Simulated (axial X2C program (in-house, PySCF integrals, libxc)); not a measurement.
**Which molecule has these constants?**

All values come from calculations with an in-house relativistic program for diatomic molecules, spin-free (one-electron X2C) or two-component (2c: spin–orbit coupling with atomic mean-field Coulomb and Gaunt terms, which also bring small scalar terms), in Dyall basis sets with cores contracted in-house; open shells are unrestricted.

A two-component PBE0 calculation in a Dyall 3-zeta basis gave Re = 3.431 Å, ωe = 89.5 cm⁻¹, Ω = 3.

**Question.** Which molecule is it?
A. NiH⁺
B. NaNi⁺
C. KNi⁺
D. LiNi⁺

**Answer.** C. The others have NiH⁺ 1.469 Å and 2038.4 cm⁻¹ (Ω = 3); NaNi⁺ 2.940 Å and 144.8 cm⁻¹ (Ω = 3); LiNi⁺ 2.598 Å and 279.7 cm⁻¹ (Ω = 3).

Each entry is the lowest single determinant of a limited PBE0 search at one distance. De goes to single-determinant-based atoms at the same level (for ions the charge split of lowest energy) and is withheld (n/a) where an atom does not fit its ground term or J level. Main or longest-lived isotopes. One determinant is a doubtful description, or other states lie close, for KNi⁺, NiH⁺, NaNi⁺, LiNi⁺; these need not be ground states, and all values refer to the states named. With several unpaired electrons the Ω given is that of one determinant, not necessarily of the lowest component. The functionals have no current term, which raises determinants with orbital currents. Where the atoms have a lower orbital projection than the molecule, De at mean-field level may be about a tenth of an eV too small.
